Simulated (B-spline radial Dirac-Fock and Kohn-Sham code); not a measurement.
## Co⁵⁺ 2p1/2: cross section and angular parameters

System: the Co⁵⁺ ion, configuration 1s2 2s2 2p6 3s2 3p6 3d4; threshold 904.3 eV (orbital energy of the model). These are calculated numbers from a radial atomic solver; the model is Dirac-Hartree-Slater photoionisation with a Latter tail; cross sections with all multipoles, angular parameters from the dipole term and its interference with E2.

Input of the calculation (task.json; shells as n, l, electrons):

```json
{"items": [{
  "Z": 27,
  "q": 5,
  "cfg": [[1, 0, 2], [2, 0, 2], [2, 1, 6], [3, 0, 2], [3, 1, 6], [3, 2, 4]],
  "A": 59,
  "rrms": 3.7875,
  "do": "xps",
  "hv": [51.7, 53.0, 56.5, 60, 100, 115.0, 149.0, 198.0, 216.0, 265.0, 266.0, 348.0, 432.0, 440.0, 1253.6, 1300.0, 1480.0, 1700.0, 2680.0, 2830.0, 2984.4, 3420.0, 4000, 4840.0, 5414.7, 6460.0, 6820.0, 8047.8, 11100.0, 12000]
}]}
```

Command: `python xray2_run.py task.json out`

For linearly polarised light dσ/dΩ = σ/(4π) [1 + β P₂(cos θ) + (δ + γ cos²θ) sin θ cos φ], with θ from the polarisation vector and φ the angle between the beam and the projection of the electron momentum on the plane normal to the polarisation.

```
hν (eV)  σ (kb)      β      γ      δ
 1253.6     140  1.419  0.065  0.019
   1300     127  1.431  0.094  0.020
   1480    90.2  1.453  0.197  0.023
   1700    61.7  1.452  0.308  0.028
   2680    16.7  1.358  0.655  0.047
   2830    14.2  1.340  0.694  0.050
 2984.4    12.1  1.322  0.732  0.054
   3420    8.02  1.272  0.826  0.063
   4000    4.94  1.209  0.932  0.076
   4840    2.71  1.126  1.054  0.095
 5414.7    1.89  1.075  1.120  0.108
   6460    1.07  0.993  1.220  0.131
   6820   0.891  0.967  1.249  0.139
 8047.8   0.514  0.889  1.337  0.166
  11100       ?      ?      ?      ?
  12000   0.132  0.705  1.528  0.245
```

Question: Give the values at 11100 eV.

Answer: σ = 0.173 kb, β = 0.739, γ = 1.492, δ = 0.228.
